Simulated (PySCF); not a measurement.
Assigning NMR signals

Molfile (atoms numbered from 1):
```
C7H10NP
     RDKit          3D

 19 19  0  0  0  0  0  0  0  0999 V2000
    2.9544    0.5297    0.3054 C   0  0  0  0  0  0  0  0  0  0  0  0
    1.6744   -0.2902    0.4571 C   0  0  0  0  0  0  0  0  0  0  0  0
    1.2947   -0.9251   -0.8371 C   0  0  0  0  0  0  0  0  0  0  0  0
   -0.1861   -1.0416   -1.6080 P   0  0  0  0  0  0  0  0  0  0  0  0
   -1.2823   -0.3314   -0.4789 N   0  0  0  0  0  0  0  0  0  0  0  0
   -2.2297    0.6007   -0.8166 C   0  0  0  0  0  0  0  0  0  0  0  0
   -2.9988    0.8654    0.2758 C   0  0  0  0  0  0  0  0  0  0  0  0
   -2.5279    0.0411    1.3245 C   0  0  0  0  0  0  0  0  0  0  0  0
   -1.4837   -0.6811    0.8320 C   0  0  0  0  0  0  0  0  0  0  0  0
    3.7784   -0.0984   -0.0270 H   0  0  0  0  0  0  0  0  0  0  0  0
    3.2256    0.9798    1.2573 H   0  0  0  0  0  0  0  0  0  0  0  0
    2.8111    1.3240   -0.4238 H   0  0  0  0  0  0  0  0  0  0  0  0
    0.8676    0.3502    0.8201 H   0  0  0  0  0  0  0  0  0  0  0  0
    1.8422   -1.0692    1.2096 H   0  0  0  0  0  0  0  0  0  0  0  0
    2.1146   -1.3798   -1.3810 H   0  0  0  0  0  0  0  0  0  0  0  0
   -2.2572    1.0110   -1.8079 H   0  0  0  0  0  0  0  0  0  0  0  0
   -3.8094    1.5650    0.3329 H   0  0  0  0  0  0  0  0  0  0  0  0
   -2.9216   -0.0084    2.3210 H   0  0  0  0  0  0  0  0  0  0  0  0
   -0.8762   -1.4324    1.2979 H   0  0  0  0  0  0  0  0  0  0  0  0
  1  2  1  0
  2  3  1  0
  3  4  2  0
  4  5  1  0
  5  6  1  0
  6  7  2  0
  7  8  1  0
  8  9  2  0
  9  5  1  0
  1 10  1  0
  1 11  1  0
  1 12  1  0
  2 13  1  0
  2 14  1  0
  3 15  1  0
  6 16  1  0
  7 17  1  0
  8 18  1  0
  9 19  1  0
M  END
```

Computed data (PySCF 2.14.0 with density-fitted response routines): structure optimised with GFN2-xTB, GIAO PBE0/pcSseg-1 shieldings. Isolated molecule, rapidly exchanging positions averaged, relativity neglected, single conformer.

References, each an isolated molecule treated in the same way: ¹³C (σ = 186.93 ppm) and ¹H (σ = 31.72 ppm) vs TMS.

Task: Assign these signals to the numbered atoms. ¹³C{¹H} NMR (computed): δ 198.5 (CH), 127.4 (CH), 117.4 (CH), 31.7 (CH2), 17.9 (CH3).

Result: 
| δ (ppm) | atoms | environment | reason |
| --- | --- | --- | --- |
| 198.5 | C3 | carbon double-bonded to a heavier main-group atom | – |
| 127.4 | C6/C9 | aromatic CH next to a ring nitrogen | – |
| 117.4 | C7/C8 | aromatic CH | – |
| 31.7 | C2 | sp3 CH2 | a saturated carbon with 2 carbon neighbours and no heteroatom attached |
| 17.9 | C1 | methyl carbon | saturated and bonded to C and H only |

Task: Assign these signals to the numbered atoms. ¹H NMR (400 MHz, computed): δ 8.36 (m, 1H), 6.73 (m, 2H), 6.64 (m, 2H), 2.84 (m, 2H), 1.05 (t, 3H).

Result: 
| δ (ppm) | atoms | environment | reason |
| --- | --- | --- | --- |
| 8.36 | H15 | hydrogen on a carbon double-bonded to a heavier main-group atom | – |
| 6.73 | H16/H19 | hydrogen on an aromatic CH next to a ring nitrogen | ring-current deshielding |
| 6.64 | H17/H18 | hydrogen on an aromatic CH | it sits in the deshielding region of the aromatic ring current |
| 2.84 | H13/H14 | hydrogen on an sp3 CH2 | – |
| 1.05 | H10/H11/H12 | hydrogen on a methyl carbon | – |

H16/H19 and H17/H18 lie closer than the usual error of such a calculation, so a measured spectrum could show them in the other order.

Splittings by ³¹P in the carbon and heteronuclear signals aren't shown, as no couplings were computed. Shifts are as computed. Against solution values, carbons near 30 ppm lie about +3 ppm off and those near 130 ppm about +5 ppm. Of 1211 compounds with measured shifts, 218 miss one by over three times the rms of a fit or turn the order of signals round; such compounds aren't used in these exercises. No couplings were computed; multiplicities are counted from neighbouring protons, with m where these are inequivalent, close in shift, in a saturated or five-membered ring or joined by F or P, and br s for small geminal =CH2 splittings.
